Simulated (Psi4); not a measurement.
Input file for Psi4: SAPT0/jun-cc-pV(D+d)Z on CH7NOSi (a complex), monomers drawn apart or pushed together.

```
memory 1800 MB

molecule dimer {
0 1
Si   -0.01403670   -0.00036480    0.16241460
H     0.61465938    1.04075699    1.01291208
H     0.23914788    0.38959032   -1.24868458
H    -1.47000788   -0.03709266    0.39428840
H     0.62066218   -1.30879196    0.41315955
--
0 1
N     0.84750491    0.52407053    4.49220806
C    -0.03252096   -0.50291006    4.51351644
O    -0.58675084   -0.96290257    3.53845889
H     1.07070452    0.96508960    3.61372130
H     1.26840027    0.86589101    5.33759887
H    -0.20347007   -0.89719502    5.53115001
units angstrom
symmetry c1
no_reorient
no_com
}

set {
  basis jun-cc-pV(D+d)Z
  scf_type df
  freeze_core true
}

energy('sapt0')
```

Output:

```
[...]
==> Input File <==

--------------------------------------------------------------------------
memory 1800 MB

molecule dimer {
0 1
Si   -0.01403670   -0.00036480    0.16241460
H     0.61465938    1.04075699    1.01291208
H     0.23914788    0.38959032   -1.24868458
H    -1.47000788   -0.03709266    0.39428840
H     0.62066218   -1.30879196    0.41315955
--
0 1
N     0.84750491    0.52407053    4.49220806
C    -0.03252096   -0.50291006    4.51351644
O    -0.58675084   -0.96290257    3.53845889
H     1.07070452    0.96508960    3.61372130
H     1.26840027    0.86589101    5.33759887
H    -0.20347007   -0.89719502    5.53115001
units angstrom
symmetry c1
no_reorient
no_com
}

set {
  basis jun-cc-pV(D+d)Z
  scf_type df
  freeze_core true
}

energy('sapt0')
--------------------------------------------------------------------------


   => Loading Basis Set <=

    Name: JUN-CC-PV(D+D)Z
    Role: ORBITAL
    Keyword: BASIS
    atoms 1         entry SI         line   566 file jun-cc-pv_dpd_z.gbs
    atoms 2-5, 9-11 entry H          line    60 file jun-cc-pv_dpd_z.gbs
    atoms 6         entry N          line   222 file jun-cc-pv_dpd_z.gbs
    atoms 7         entry C          line   188 file jun-cc-pv_dpd_z.gbs
    atoms 8         entry O          line   256 file jun-cc-pv_dpd_z.gbs

   => Loading Basis Set <=

    Name: JUN-CC-PV(D+D)Z
    Role: ORBITAL
    Keyword: BASIS
    atoms 1         entry SI         line   566 file jun-cc-pv_dpd_z.gbs
    atoms 2-5, 9-11 entry H          line    60 file jun-cc-pv_dpd_z.gbs
    atoms 6         entry N          line   222 file jun-cc-pv_dpd_z.gbs
    atoms 7         entry C          line   188 file jun-cc-pv_dpd_z.gbs
    atoms 8         entry O          line   256 file jun-cc-pv_dpd_z.gbs


  //>>>>>>>>>>>>>>>>>>>>>>>>>>>>>>>>>>>//
  //              Dimer HF             //
  //<<<<<<<<<<<<<<<<<<<<<<<<<<<<<<<<<<<//

   => Libint2 <=

    Primary   basis highest AM E, G, H:  7, 6, 3
    Auxiliary basis highest AM E, G, H:  7, 7, 4
    Onebody   basis highest AM E, G, H:  -, -, -
    Solid Harmonics ordering:            Gaussian


   => Loading Basis Set <=

    Name: JUN-CC-PV(D+D)Z
    Role: ORBITAL
    Keyword: BASIS
    atoms 1         entry SI         line   566 file jun-cc-pv_dpd_z.gbs
    atoms 2-5, 9-11 entry H          line    60 file jun-cc-pv_dpd_z.gbs
    atoms 6         entry N          line   222 file jun-cc-pv_dpd_z.gbs
    atoms 7         entry C          line   188 file jun-cc-pv_dpd_z.gbs
    atoms 8         entry O          line   256 file jun-cc-pv_dpd_z.gbs


         ---------------------------------------------------------
                                   SCF
               by Justin Turney, Rob Parrish, Andy Simmonett
                          and Daniel G. A. Smith
                              RHF Reference
                        1 Threads,   1716 MiB Core
         ---------------------------------------------------------

  ==> Geometry <==

    Molecular point group: c1
    Full point group: C1

    Geometry (in Angstrom), charge = 0, multiplicity = 1:

       Center              X                  Y                   Z               Mass
    ------------   -----------------  -----------------  -----------------  -----------------
         SI          -0.014036700000    -0.000364800000     0.162414600000    27.976926534650
         H            0.614659380000     1.040756990000     1.012912080000     1.007825032230
         H            0.239147880000     0.389590320000    -1.248684580000     1.007825032230
         H           -1.470007880000    -0.037092660000     0.394288400000     1.007825032230
         H            0.620662180000    -1.308791960000     0.413159550000     1.007825032230
         N            0.847504910000     0.524070530000     4.492208060000    14.003074004430
         C           -0.032520960000    -0.502910060000     4.513516440000    12.000000000000
         O           -0.586750840000    -0.962902570000     3.538458890000    15.994914619570
         H            1.070704520000     0.965089600000     3.613721300000     1.007825032230
         H            1.268400270000     0.865891010000     5.337598870000     1.007825032230
         H           -0.203470070000    -0.897195020000     5.531150010000     1.007825032230

  Running in c1 symmetry.

  Rotational constants: A =      0.37450  B =      0.02080  C =      0.01985 [cm^-1]
  Rotational constants: A =  11227.07879  B =    623.67312  C =    595.10400 [MHz]
  Nuclear repulsion =  147.918429978279761

  Charge       = 0
  Multiplicity = 1
  Electrons    = 42
  Nalpha       = 21
  Nbeta        = 21

  ==> Algorithm <==

  SCF Algorithm Type is DF.
  DIIS enabled.
  MOM disabled.
  Fractional occupation disabled.
  Guess Type is SAD.
  Energy threshold   = 1.00e-08
  Density threshold  = 1.00e-08
  Integral threshold = 1.00e-12

  ==> Primary Basis <==

  Basis Set: JUN-CC-PV(D+D)Z
    Blend: JUN-CC-PV(D+D)Z
    Number of shells: 56
    Number of basis function
[...]
  -371.6708389634290484
    Two-Electron Energy =                 131.3670973622222675
    Total Energy =                       -168.9585714912227274

Computation Completed


Properties will be evaluated at   0.000000,   0.000000,   0.000000 [a0]

Properties computed using the SCF density matrix


 Multipole Moments:

 ------------------------------------------------------------------------------------
     Multipole            Electronic (a.u.)      Nuclear  (a.u.)        Total (a.u.)
 ------------------------------------------------------------------------------------

 L = 1.  Multiply by 2.5417464519 to convert [e a0] to [Debye]
 Dipole X            :         -5.0424339            6.0075085            0.9650746
 Dipole Y            :         12.4951352          -11.5621034            0.9330318
 Dipole Z            :       -190.3677540          191.4608081            1.0930541
 Magnitude           :                                                    1.7310935

 ------------------------------------------------------------------------------------

  Constructing Basis Sets for SAPT...

   => Loading Basis Set <=

    Name: (JUN-CC-PV(D+D)Z AUX)
    Role: RIFIT
    Keyword: DF_BASIS_SAPT
    atoms 1         entry SI         line   376 file jun-cc-pvdz-ri.gbs
    atoms 2-5, 9-11 entry H          line    30 file jun-cc-pvdz-ri.gbs
    atoms 6         entry N          line   144 file jun-cc-pvdz-ri.gbs
    atoms 7         entry C          line   100 file jun-cc-pvdz-ri.gbs
    atoms 8         entry O          line   188 file jun-cc-pvdz-ri.gbs

   => Loading Basis Set <=

    Name: (JUN-CC-PV(D+D)Z AUX)
    Role: JKFIT
    Keyword: DF_BASIS_ELST
    atoms 1         entry SI         line   506 file jun-cc-pvdz-jkfit.gbs
    atoms 2-5, 9-11 entry H          line    70 file jun-cc-pvdz-jkfit.gbs
    atoms 6         entry N          line   202 file jun-cc-pvdz-jkfit.gbs
    atoms 7         entry C          line   146 file jun-cc-pvdz-jkfit.gbs
    atoms 8         entry O          line   258 file jun-cc-pvdz-jkfit.gbs


  //>>>>>>>>>>>>>>>>>>>>>>>>>>>>>>>>>>>//
  //               SAPT0               //
  //<<<<<<<<<<<<<<<<<<<<<<<<<<<<<<<<<<<//



        SAPT0
    Ed Hohenstein
     6 June 2009

      Orbital Information
  --------------------------
    NSO        =       116
    NMO        =       116
    NRI        =       378
    NRI (Elst) =       519
    NOCC A     =         9
    NOCC B     =        12
    FOCC A     =         5
    FOCC B     =         3
    NVIR A     =       107
    NVIR B     =       104

    Elst10,r            =    -0.002831809392 [Eh]
    Exch10              =     0.002006986885 [Eh]
    Exch10 (S^2)        =     0.002004463763 [Eh]

    Maxiter = 50
    CPHF R converge = 1.000000E-08

    Iter     Energy [mEh]          dE [mEh]         Residual      Time [s]
       1      -0.67762853       0.677628526     4.041684e-03             0
       2      -0.82047398       0.142845453     1.084013e-03             0
       3      -0.82538400       0.004910025     1.568117e-04             0
       4      -0.82290629      -0.002477710     1.954831e-05             0
       5      -0.82316335       0.000257054     4.320028e-06             0
       6      -0.82314069      -0.000022654     8.894202e-07             0
       7      -0.82313902      -0.000001674     1.219081e-07             0
       8      -0.82313981       0.000000785     1.643158e-08             0
       9      -0.82313973      -0.000000073     1.784982e-09             0

    CHF Iterations converged

    Maxiter = 50
    CPHF R converge = 1.000000E-08

    Iter     Energy [mEh]          dE [mEh]         Residual      Time [s]
       1      -0.30121908       0.301219081     2.547345e-03             0
       2      -0.37361467       0.072395584     1.132023e-03             0
       3      -0.38004574       0.006431072     3.179844e-04             0
       4      -0.37759905      -0.002446691     1.035423e-04             0
       5      -0.37764023       0.000041181     4.253734e-05             0
       6      -0.37782077       0.000180544     1.423609e-05             0
       7      -0.37781365      -0.000007124     4.322847e-06             0
       8      -0.37779982      -0.000013825     1.124370e-06             0
       9      -0.37779902      -0.000000805     2.607856e-07             0
      10      -0.37780004       0.000001021     5.455429e-08             0
      11      -0.37779986      -0.000000174     1.454684e-08             0
      12      -0.37779987       0.000000007     6.102093e-09             0

    CHF Iterations converged

    Ind20,r (A<-B)      =    -0.000823139732 [Eh]
    Ind20,r (B<-A)      =    -0.000377799872 [Eh]
    Ind20,r             =    -0.001200939604 [Eh]
    Exch-Ind20,r (A<-B) =     0.000220893640 [Eh]
    Exch-Ind20,r (B<-A) =     0.000298934948 [Eh]
    Exch-Ind20,r        =     0.000519828588 [Eh]
    Disp20              =    -0.001680154210 [Eh]
    Disp20 (SS)         =    -0.000840077105 [Eh]
    Disp20 (OS)         =    -0.000840077105 [Eh]
    Exch-Disp20         =     0.000145593592 [Eh]
    Exch-Disp20 (SS)    =     0.000081624473 [Eh]
    Exch-Disp20 (OS)    =     0.000063969119 [Eh]

    SAPT Results
  --------------------------------------------------------------------------------------------------------
    Electrostatics                 -2.83180939 [mEh]      -1.77698722 [kcal/mol]      -7.43491453 [kJ/mol]
      Elst10,r                     -2.83180939 [mEh]      -1.77698722 [kcal/mol]      -7.43491453 [kJ/mol]

    Exchange                        2.00698688 [mEh]       1.25940328 [kcal/mol]       5.26934334 [kJ/mol]
      Exch10                        2.00698688 [mEh]       1.25940328 [kcal/mol]       5.26934334 [kJ/mol]
      Exch10(S^2)                   2.00446376 [mEh]       1.25782000 [kcal/mol]       5.26271889 [kJ/mol]

    Induction                      -0.85841647 [mEh]      -0.53866447 [kcal/mol]      -2.25377213 [kJ/mol]
      Ind20,r                      -1.20093960 [mEh]      -0.75360098 [kcal/mol]      -3.15306650 [kJ/mol]
      Exch-Ind20,r                  0.51982859 [mEh]       0.32619736 [kcal/mol]       1.36480977 [kJ/mol]
      delta HF,r (2)               -0.17730545 [mEh]      -0.11126085 [kcal/mol]      -0.46551540 [kJ/mol]

    Dispersion                     -1.53456062 [mEh]      -0.96295133 [kcal/mol]      -4.02898835 [kJ/mol]
      Disp20                       -1.68015421 [mEh]      -1.05431268 [kcal/mol]      -4.41124427 [kJ/mol]
      Exch-Disp20                   0.14559359 [mEh]       0.09136136 [kcal/mol]       0.38225592 [kJ/mol]
      Disp20 (SS)                  -0.84007710 [mEh]      -0.52715634 [kcal/mol]      -2.20562213 [kJ/mol]
      Disp20 (OS)                  -0.84007710 [mEh]      -0.52715634 [kcal/mol]      -2.20562213 [kJ/mol]
      Exch-Disp20 (SS)              0.08162447 [mEh]       0.05122013 [kcal/mol]       0.21430503 [kJ/mol]
      Exch-Disp20 (OS)              0.06396912 [mEh]       0.04014123 [kcal/mol]       0.16795090 [kJ/mol]

  Total HF                         -1.68323898 [mEh]      -1.05624840 [kcal/mol]      -4.41934332 [kJ/mol]
  Total SAPT0                      -3.21779959 [mEh]      -2.01919973 [kcal/mol]      -8.44833167 [kJ/mol]

  Special recipe for scaled SAPT0 (see Manual):
    Electrostatics sSAPT0          -2.83180939 [mEh]      -1.77698722 [kcal/mol]      -7.43491453 [kJ/mol]
    Exchange sSAPT0                 2.00698688 [mEh]       1.25940328 [kcal/mol]       5.26934334 [kJ/mol]
    Induction sSAPT0               -0.85645099 [mEh]      -0.53743111 [kcal/mol]      -2.24861177 [kJ/mol]
    Dispersion sSAPT0              -1.53401013 [mEh]      -0.96260589 [kcal/mol]      -4.02754303 [kJ/mol]
  Total sSAPT0                     -3.21528362 [mEh]      -2.01762094 [kcal/mol]      -8.44172599 [kJ/mol]
  --------------------------------------------------------------------------------------------------------



*** Psi4 exiting successfully. Buy a developer a beer!
```

The run finished.

Cost: about 11 core-seconds (a rough figure).
